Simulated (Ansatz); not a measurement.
Ansatz (an electronic-structure program) input (PBE-QIDH/def2-TZVPD):

Ansatz 0.2 input:
```yaml
crystal:
  periodic: [false, false, false]
  atoms:
    - {symbol: Si, position_ang: [-0.00897005, -0.01185831, 1.03191828]}
    - {symbol: Cl, position_ang: [1.13086683, 1.29297351, -0.40030734]}
    - {symbol: Cl, position_ang: [-1.12347973, -1.28320784, -0.44950771]}
basis:
  gaussian:
    orbitals: def2-TZVPD
hamiltonian:
  xc: {name: PBE-QIDH}
total_charge: -1
magnetization: {spin_polarized: true, initial_magnetization: 1}
correlation: {electrons: outside_noble_gas}
```

End of the output:

```
integrals: 0.14 GiB planned
810 factors; integrals over basis functions are off by at most 9.0e-4 eV
mean field: 0.78 GiB planned
mean field evaluation 1: about -32902.6524 eV, gradient 9.1e0 eV
mean field evaluation 2: about -32902.7612 eV, gradient 9.3e0 eV
mean field evaluation 4: about -32903.4267 eV, gradient 1.1e0 eV
mean field evaluation 8: about -32903.4631 eV, gradient 9.2e-2 eV
mean field evaluation 16: about -32903.4634 eV, gradient 5.9e-4 eV
mean field -32903.46344581 eV, -1209.1799788648 hartree, gradient 3.8e-6 eV, S^2 0.771721; 0 other end points of the search recorded, 0 dependent functions left out
15 core orbitals not correlated
reference -32903.46346112 eV, -1209.1799794274 hartree; 10, 9 occupied and 110, 111 virtual orbitals, 810 factors
second order -14.68230653 eV of doubles, -0.00000000 eV of singles
Total energy: -32908.35756329 eV, -1209.3598343651 hartree
```
